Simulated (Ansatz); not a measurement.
CH$_{6}$BNOSe (`B[Se]C(N)O`), relaxed with RKS PBE0-D4/def2-TZVP in Ansatz 0.2.0 from a PBE-D4/def2-SVP geometry. The force threshold is 0.005 eV/Å; the program also tests the step.

Charge 0, multiplicity 1.

Start:

```xyz
11

B     0.439   -0.273    2.004
Se    0.906    1.150    0.854
C    -0.269    0.687   -0.762
N     0.585   -0.037   -1.657
O    -1.481    0.114   -0.394
H     1.017   -0.348    3.067
H    -0.392   -1.113    1.694
H    -0.517    1.675   -1.201
H     0.921   -0.913   -1.237
H     0.074   -0.267   -2.521
H    -1.283   -0.676    0.154
```

(1) How much energy does the relaxation release, and in how many steps? (Best estimate.)

(2) Which bonds change most? (Estimate.)

(3) Give the relaxed structure. (Best estimate.)

Results:

(1) Computed: 0.06 eV, in 6 steps.

(2) The calculation gave: Se2–C3 from 2.051 to 2.004 Å; B1–H7 from 1.222 to 1.197 Å; B1–H6 from 1.212 to 1.191 Å; C3–H8 from 1.109 to 1.090 Å.

(3) Ansatz gave: 
```xyz
11

B     0.446   -0.290    2.007
Se    0.877    1.123    0.845
C    -0.255    0.691   -0.751
N     0.570   -0.041   -1.654
O    -1.480    0.131   -0.416
H     1.015   -0.314    3.052
H    -0.350   -1.137    1.722
H    -0.488    1.665   -1.184
H     0.940   -0.886   -1.238
H     0.053   -0.279   -2.493
H    -1.328   -0.663    0.109
```
